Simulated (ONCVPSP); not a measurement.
# carbon: ONCV pseudisation with PBE, scalar-relativistic reference atom.

Input for ONCVPSP 4.0.1:

```
# ATOM AND REFERENCE CONFIGURATION
# atsym  z   nc   nv     iexc    psfile
  C 6.00    1    2        4      upf
#
#   n    l    f
    1    0    2.00
    2    0    2.00
    2    1    2.00
#
# PSEUDOPOTENTIAL AND OPTIMIZATION
# lmax
    1
#
#   l,   rc,      ep,       ncon, nbas, qcut
    0    1.05    0.00    4    8    6.00
    1    2.80    0.00    4    9    4.60
#
# LOCAL POTENTIAL
# lloc, lpopt,  rc(5),   dvloc0
    4    5    0.75    6.00
#
# VANDERBILT-KLEINMAN-BYLANDER PROJECTORs
# l, nproj, debl
    0    2    2.50
    1    2    2.00
#
# MODEL CORE CHARGE
# icmod, fcfact, rcfact
    1    0.55    0.00
#
# LOG DERIVATIVE ANALYSIS
# epsh1, epsh2, depsh
   -2.00    5.00    0.02
#
# OUTPUT GRID
# rlmax, drl
    6.00    0.01
#
# TEST CONFIGURATIONS
# ncnf
    4
# nvcnf
#   n    l    f
    2
    2    0    2.00
    2    1    1.00
#
    2
    2    0    2.00
    2    1    0.00
#
    2
    2    0    1.00
    2    1    0.00
#
    2
    2    0    1.00
    2    1    3.00
#
```

Command:

```bash
oncvpsp.x < C.dat > C.out
```

Resulting log (shortened: citation, most of the input echo, consistency checks and plot data are left out):

```
ONCVPSP  (Optimized Norm-Conservinng Vanderbilt PSeudopotential)
scalar-relativistic version 4.0.1

#   n    l    f        energy (Ha)
    1    0    2.00    -1.0046540E+01
    2    0    2.00    -5.0533470E-01
    2    1    2.00    -1.9423794E-01

Reference configufation results
  iterations    25
  all-electron total energy (Ha)   -3.77648101D+01

Begin loop to  construct optimized pseudo wave functions
and semi-local pseudopoentials for all angular momenta

   Wellstate for l =  0  n =  4
     eigenvalue =   1.9947
     asymptotic potential =   2.4947
     half-point radius =  3.4937

Calculating optimized projector #   1

 for l=   0

    Fraction of norm inside rc  0.236252
    Optimizing pswf for qcut=   6.01 a_B^-1,  ecut=  18.08 Ha
    Residual kinetic energy error=  1.35D-03 Ha

    Energy error per electron        Cutoff
         Ha          eV             Ha
         0.01000     0.27211       11.89
         0.00100     0.02721       19.27
         0.00010     0.00272      105.49
         0.00001     0.00027      152.95

Calculating optimized projector #   2

 for l=   0

    Fraction of norm inside rc  0.072743
    Optimizing pswf for qcut=   6.01 a_B^-1,  ecut=  18.08 Ha
    Residual kinetic energy error=  1.59D-03 Ha

    Energy error per electron        Cutoff
         Ha          eV             Ha
         0.01000     0.27211       12.02
         0.00100     0.02721       20.05
         0.00010     0.00272      132.45
         0.00001     0.00027      214.29

   Wellstate for l =  1  n =  5
     eigenvalue =   1.8058
     asymptotic potential =   2.3058
     half-point radius =  5.4052

Calculating optimized projector #   1

 for l=   1

    Fraction of norm inside rc  0.856085
    Optimizing pswf for qcut=   4.60 a_B^-1,  ecut=  10.57 Ha
    Residual kinetic energy error=  5.31D-06 Ha

    Energy error per electron        Cutoff
         Ha          eV             Ha
         0.01000     0.27211        5.84
         0.00100     0.02721        7.62
         0.00010     0.00272        8.91
         0.00001     0.00027       10.38

Calculating optimized projector #   2

 for l=   1

    Fraction of norm inside rc  0.222925
    Optimizing pswf for qcut=   4.60 a_B^-1,  ecut=  10.57 Ha
    Residual kinetic energy error=  3.81D-04 Ha

    Energy error per electron        Cutoff
         Ha          eV             Ha
         0.01000     0.27211        8.03
         0.00100     0.02721        9.79
         0.00010     0.00272       20.77
         0.00001     0.00027       43.77

Construct Vanderbilt / Kleinmman-Bylander projectors

B matrix Hermiticity error, ll=   0
   1   2   -8.9285E-05

  Orthonormal projector coefficients  6.8965E+00  1.8075E+00

B matrix Hermiticity error, ll=   1
   1   2    1.9299E-05

  Orthonormal projector coefficients -1.1979E+00 -5.8767E-01

Model core correction analysis
  based on d2Exc/dn_idn_j

d2excae - all-electron derivatives

   -4.979749D-02   -4.132114D-02
   -4.125372D-02   -3.703724D-02

d2excps - pseudofunction derivatives with no core correction

   -4.997299D-02   -4.226664D-02
   -4.219776D-02   -3.798435D-02

rms 2nd derivative error    8.235606E-04

Polynomial model core charge

d2excps - pseudofunction derivatives with core correction

   -4.852466D-02   -4.190447D-02
   -4.183424D-02   -3.788434D-02

rms 2nd derivative error    8.681842E-04

Pseudoatom total energy   -5.278266

Diagnostic tests using Vanderbilt-Kleinman-Bylander pseudopotentials
  1 or more projectors used as specified by nproj input data

   l    rcore       rmatch      e in        delta e   norm test  slope test

   0   1.0519859   1.0839265  -0.5053347  -0.0000041   1.0000274   1.0000040
   0   1.0519859   1.0839265   1.9946653   0.0000176   1.0001661   1.0001661

   1   2.8059425   2.8911369  -0.1942379  -0.0000003   1.0000076   1.0000094
   1   2.8059425   2.8911369   1.8057621   0.0000004   1.0000180   1.0000180

 Testing for bound ghosts
   n   l    E NL Schr. Eq   E Basis Diag.   E Cutoff

   1   0       -0.505339       -0.445954    235.09

   2   1       -0.194238       -0.194054     50.21

 Testing for highly-localized positive-energy ghosts
       l    <radius>/rc     E Basis Diag.   E Cutoff

Test configuration 0

   n   l     f        eae           eps        diff
   1   0  2.0000  -10.04653975
   2   0  2.0000   -0.50533470   -0.50533879   -4.09D-06
   2   1  2.0000   -0.19423794   -0.19423822   -2.82D-07

    Total energies and differences
      AE_ref= -3.77648101D+01  AE_tst= -3.77648101D+01  dif=  0.00D+00
      PS_ref= -5.27826562D+00  PS_tst= -5.27826562D+00  dif=  1.78D-15
      PSP excitation error= -1.78D-15

Test configuration 1

   n   l     f        eae           eps        diff
   1   0  2.0000  -10.59828850
   2   0  2.0000   -0.94660504   -0.93989406    6.71D-03
   2   1  1.0000   -0.62491307   -0.60944500    1.55D-02

    Total energies and differences
      AE_ref= -3.77648101D+01  AE_tst= -3.73656641D+01  dif=  3.99D-01
      PS_ref= -5.27826562D+00  PS_tst= -4.88473840D+00  dif=  3.94D-01
      PSP excitation error=  5.62D-03

Test configuration 2

   n   l     f        eae           eps        diff
   1   0  2.0000  -11.33875003
   2   0  2.0000   -1.48389780   -1.45082785    3.31D-02

    Total energies and differences
      AE_ref= -3.77648101D+01  AE_tst= -3.64779494D+01  dif=  1.29D+00
      PS_ref= -5.27826562D+00  PS_tst= -4.03333660D+00  dif=  1.24D+00
      PSP excitation error=  4.19D-02

Test configuration 3

   n   l     f        eae           eps        diff
   1   0  2.0000  -12.19649715
   2   0  1.0000   -2.06185373   -2.01952626    4.23D-02

    Total energies and differences
      AE_ref= -3.77648101D+01  AE_tst= -3.47068548D+01  dif=  3.06D+00
      PS_ref= -5.27826562D+00  PS_tst= -2.29991187D+00  dif=  2.98D+00
      PSP excitation error=  7.96D-02

Test configuration 4

   n   l     f        eae           eps        diff
   1   0  2.0000  -10.08204617
   2   0  1.0000   -0.52188039   -0.52830618   -6.43D-03
   2   1  3.0000   -0.20992004   -0.21368669   -3.77D-03

    Total energies and differences
      AE_ref= -3.77648101D+01  AE_tst= -3.74532557D+01  dif=  3.12D-01
      PS_ref= -5.27826562D+00  PS_tst= -4.96536213D+00  dif=  3.13D-01
      PSP excitation error= -1.35D-03
```

The run took about 2.9 s on one core of a shared server CPU.
